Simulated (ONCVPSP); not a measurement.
Building the ONCV potential for bromine (Br) (PBE, scalar-relativistic).

Br, optimised norm-conserving Vanderbilt (ONCV), made with ONCVPSP 4.0.1 (PBE, scalar-relativistic). Core [Ar], reference 3d10 4s1 4p6. Waves: 4s: rc 1.55 bohr, ncon 4, nbas 7, qcut 3.5 1/bohr, 2 projectors, debl 0.4 Ha; 4p: rc 1.75 bohr, ncon 5, nbas 8, qcut 3.8 1/bohr, 2 projectors, debl 1.3 Ha; 3d: rc 0.70 bohr, ncon 4, nbas 9, qcut 18.7 1/bohr, 1 projector. Local part: polynomial inside 0.55 bohr (lpopt 5, dvloc0 -1 Ha). Core correction: Teter function fitted to the true core (icmod 2), fcfact 0.55.

In the s channel the program set the typed energies aside and used -0.769, 0.250 Ha.

Question: Does the generator finish with these settings?

Answer: Yes, a potential is produced and its reference levels are reproduced.

Question: Estimate the cutoffs (Ha) at which the residual kinetic energy of the hardest occupied pseudo-wave falls to 1 and 0.1 mHa per electron.

Answer: 167 Ha and 455 Ha.

Question: Does the potential have ghost states?

Answer: Ghosts flagged at negative energy: s at -438.8 eV, p at -52.3 eV; no localised positive-energy state flagged. A true bound ghost makes a file unfit for plane-wave use.

Question: Which valence shell sets the plane-wave cutoff?

Answer: 3d: 167 Ha for 1 mHa per electron, against 43 Ha for 4s.

Question: Tests: 3d10 4s2 4p5; 3d10 4s2 4p4; 3d10 4s2 4p3; 3d10 4s2 4p4.5. Which has the largest error in its energy relative to the reference configuration, and how large is it?

Answer: 3d10 4s2 4p3, with -13 meV (all-electron minus pseudo) on +22.94 eV.
